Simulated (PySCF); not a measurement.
# 29Si chemical shifts

One conformer, in vacuum, no relativistic terms, one averaged value for each set of equivalent atoms. Geometry from GFN2-xTB; GIAO PBE0/pcSseg-1 shieldings; PySCF 2.14.0 with density-fitted response routines.

Shieldings were converted by a linear fit to measured shifts: 29Si (scatter 8.9 ppm rms, 25.8 ppm with the 6 outliers that the fit left out vs TMS, solution or neat liquid). Occasional misses reach two or three times the rms, and more in compound classes unlike the fitted ones.

Q: Give the 29Si shifts of `F/C=C(/F)C[SiH3]`, `FC(F)=C(F)[C@@H]([SiH3])C[SiH3]`, `C[SiH2][Si@H](F)S`.

A: 
```tsv
compound	environment	δ (ppm)
F/C=C(/F)C[SiH3]	silicon bonded to C, 3 H	-64.9
[F:1][C:2]([F:3])=[C:4]([F:5])[C@@H:6]([SiH3:7])[CH2:8][SiH3:9]	Si7: silicon bonded to C, 3 H	-60.6
[F:1][C:2]([F:3])=[C:4]([F:5])[C@@H:6]([SiH3:7])[CH2:8][SiH3:9]	Si9: silicon bonded to C, 3 H	-64.9
[CH3:1][SiH2:2][Si@H:3]([F:4])[SH:5]	Si3: silicon bonded to F, S, Si, H	25.4
[CH3:1][SiH2:2][Si@H:3]([F:4])[SH:5]	Si2: silicon bonded to C, Si, 2 H	-68.9
```

Q: Match the shifts -27.8, -36.3, -57.0 ppm to `C#CCC(=O)[SiH2]CCl`, `C=CC(=O)N[Si@@H](C)N`, `CCO[Si@H]1C=CC=C1F`.

A: -27.8: C=CC(=O)N[Si@@H](C)N (silicon bonded to C, 2 N, H); -36.3: CCO[Si@H]1C=CC=C1F (silicon bonded to 2 C, O, H, in a 5-membered ring); -57.0: C#CCC(=O)[SiH2]CCl (silicon bonded to 2 C, 2 H).
